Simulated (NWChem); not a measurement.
# CH$_{7}$FN$_{2}$Si; SMILES N[SiH](CF)N

```xyz
12

N     -1.3481    -1.2875    -0.4009
Si     0.0016    -0.5741     0.4051
N      1.4661    -0.8004    -0.4673
C     -0.0243     1.3159     0.6514
F      0.2994     1.9507    -0.5433
H     -1.5765    -1.0589    -1.3614
H     -2.1608    -1.6028     0.1151
H     -0.0355    -1.1839     1.7718
H      1.8629     0.0033    -0.9408
H      1.6891    -1.6699    -0.9353
H      0.7100     1.6228     1.4191
H     -1.0135     1.6765     0.9862
```
Atoms are numbered in this order, from 1.

All runs: NWChem. Coordinates come from a PBE0/def2-SVP optimisation. No frequency run checked for a minimum. Level: M06-2X/def2-SVP with SMD (1 M gas to 1 M solution), gas-phase geometry. Reactions with the solvent are ignored.

**Question.** Predict the results for solvent diethyl ether. Quantities: solvation free energy (kcal/mol); cavity-dispersion-structure term (kcal/mol); dipole in solution (D).

**Answer.** The solvation free energy (kcal/mol) is -4.3, the cavity-dispersion-structure term (kcal/mol) is 1.2 and the dipole in solution (D) comes out as 1.58.
